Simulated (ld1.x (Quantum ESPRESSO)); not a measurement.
# Building the PAW potential for erbium (PW91, scalar-relativistic).

```json
{
 "Element": "Er (Z = 68)",
 "Generator": "ld1.x (Quantum ESPRESSO) 7.5",
 "Type": "PAW",
 "Functional": "PW91",
 "Relativity": "scalar-relativistic",
 "Frozen core": "[Kr] 4d10",
 "Valence charge": "22",
 "Reference configuration": "4f12 5s2 5p6 5d0.5 6s1.5 6p0",
 "Partial waves": "5s (bound): rcut 1.80, rcutus 2.30 bohr; 6s (bound): rcut 1.80, rcutus 2.30 bohr; 5p (bound): rcut 2.35, rcutus 2.95 bohr; 6p (bound, empty): rcut 2.35, rcutus 2.95 bohr; 5d (bound): rcut 2.55, rcutus 2.75 bohr; 5d channel at 0.25 Ry: rcut 2.55, rcutus 2.75 bohr; 4f (bound): rcut 1.00, rcutus 1.25 bohr; 4f channel at 3.7 Ry: rcut 1.00, rcutus 1.25 bohr",
 "Local potential": "all-electron potential smoothed inside 1.65 bohr (lloc = -2)",
 "Core correction": "Bessel-smoothed model core, default radius (core density twice the valence density)",
 "Augmentation charge": "PSQ, radius 0.85 bohr"
}
```

All-electron outer shells of the reference configuration (PW91, scalar-relativistic, ld1.x):

```
shell  level (eV)  outermost node (bohr)  outermost maximum (bohr)
   4p     -314.30                   0.27                      0.49
   4d     -165.10                   0.25                      0.51
   5s      -51.58                   0.60                      1.11
   5p      -26.13                   0.65                      1.28
   6s       -3.81                   1.52                      3.38
   4f       -2.90                      –                      0.51
   6p       -1.18                   1.87                      4.80
   5d       -0.86                   0.73                      2.16
```

(1) Is the overlap operator S = 1 + Σ q|β⟩⟨β| positive definite (Bessel basis up to 400 Ry)?

Results:

(1) No: its lowest eigenvalue is -0.611, in the p channel, so the generalised eigenproblem breaks down once the basis is large enough.

Its largest configuration-test error is -79 meV (4f12 5s2 5p6 5d0 6s0 6p0). Test run stopped at test 4 of 7 (problems with find_qi).

The ghost test of this file was not conclusive. Its overlap operator is not positive definite in a basis up to 400 Ry (lowest eigenvalue p -0.61), so the file is unfit for use: the generalised eigenproblem breaks down once the basis is large enough, and its test numbers describe a broken file.
